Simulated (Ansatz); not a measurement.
| atom | x (Å) | y (Å) | z (Å) |
| --- | --- | --- | --- |
| C | -0.0483 | 0.6151 | -1.2219 |
| C | 0.0067 | -0.6392 | -1.1825 |
| C | -0.0221 | 1.4597 | -0.0852 |
| C | 0.0179 | -1.4137 | -0.1240 |
| C | 0.0271 | 0.6788 | 1.0137 |
| C | 0.0156 | -0.7219 | 1.0922 |
| H | 0.0344 | 2.5305 | -0.1409 |
| H | -0.0056 | -2.5335 | -0.1249 |
| H | 0.0326 | 1.2267 | 1.9694 |
| H | 0.0149 | -1.1793 | 2.0286 |

Basis set: cc-pVDZ (spherical functions). Correlated methods keep 6 orbitals frozen. Charge 0, multiplicity 1.

Computed with Ansatz (development build ahead of 0.2.0); each method stands on the lowest determinant of its kind that the runs found. Restricted open shells among the atoms or ions are ROHF, correlated in semicanonical orbitals with singles.

Task: Give the atomization energy at this shape (free ground-state atoms in the same class of orbitals less the molecule, no zero-point energy) of singlet C6H4 by RHF-MP2, RHF.

Result:

| method | atomization energy |
| --- | --- |
| RHF-MP2 | 47.67 eV |
| RHF | 35.31 eV |

Caution: the shape is not the minimum.
